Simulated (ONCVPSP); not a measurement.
Pseudopotential generation for zirconium: ONCV, PBE, scalar-relativistic.

* Element: zirconium (Zr)
* Generator: ONCVPSP 4.0.1
* Type: optimised norm-conserving Vanderbilt (ONCV)
* Functional: PBE
* Relativity: scalar-relativistic
* Frozen core: [Ar] 3d10
* Valence charge: 12
* Reference configuration: 4s2 4p6 4d2 5s1 5p1
* Partial waves: 4s+5s: rc 2.20 bohr, ncon 4, nbas 9, qcut 4.4 1/bohr, 2 projectors; 4p+5p: rc 2.05 bohr, ncon 4, nbas 8, qcut 5.2 1/bohr, 3 projectors, debl 2.5 Ha; 4d: rc 2.10 bohr, ncon 4, nbas 8, qcut 4.8 1/bohr, 2 projectors, debl 2.3 Ha
* Local potential: polynomial inside 2.00 bohr (lpopt 5, dvloc0 0 Ha)
* Core correction: polynomial model core, fcfact 0.25

* Cutoffs needed: 12 Ha and 46 Ha (the cutoffs (Ha) at which the residual kinetic energy of the hardest occupied pseudo-wave falls to 1 and 0.1 mHa per electron)
* Ghost test: no bound ghost flagged; GHOST(+) flagged for s at 198.5 eV
* Largest excitation error: -6.5 meV (all-electron minus pseudo) for 4s2 4p6 4d2 5s0 5p0, out of 4 test configurations
* rms error of d²Exc/dni dnj: 2.65 mHa without and 1.50 mHa with the model core
